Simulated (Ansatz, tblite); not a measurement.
Forces on NbB7 at its PBE-D4/def2-SVP geometry. The state is a singlet with charge 0.

In the def2 sets Nb takes a core potential; there is no spin–orbit coupling. The xTB rows come from tblite. The structure comes from a short search, and lower isomers may exist.

GFN1-xTB (tblite), largest force 3.14 eV/Å:

```xyz
8
positions Å, forces eV/Å
Nb   -0.889    0.176    1.083   -1.034   -0.152    2.961
B    -0.027    1.074   -0.778   -0.227    0.095   -1.207
B     1.262   -0.611    0.136   -0.120    0.027    0.153
B     0.192    1.957    0.566    0.224    0.446   -0.476
B     0.160   -1.703   -0.159    0.770   -0.068    0.215
B     1.377    0.940    0.410    0.526   -0.601    0.100
B    -0.679   -0.347   -1.084   -0.034    0.526   -1.111
B    -1.394   -1.486   -0.174   -0.105   -0.272   -0.635
```

GFN2-xTB (tblite), largest force 3.86 eV/Å:

```
Nb -2.234 0.360 3.122
B 0.390 0.033 -0.249
B 0.078 -0.012 -0.116
B 0.744 -0.600 -0.766
B -0.009 0.490 -0.468
B -0.291 -0.120 -0.599
B 0.271 -0.218 -0.299
B 1.052 0.068 -0.625
```

PBE-D4/def2-TZVP (Ansatz), largest force 0.46 eV/Å:

```
Nb -0.083 0.029 0.060
B -0.112 -0.157 0.091
B -0.140 0.063 0.030
B 0.173 -0.377 -0.209
B -0.042 0.288 0.033
B -0.241 -0.153 -0.065
B 0.022 0.146 0.159
B 0.424 0.163 -0.098
```
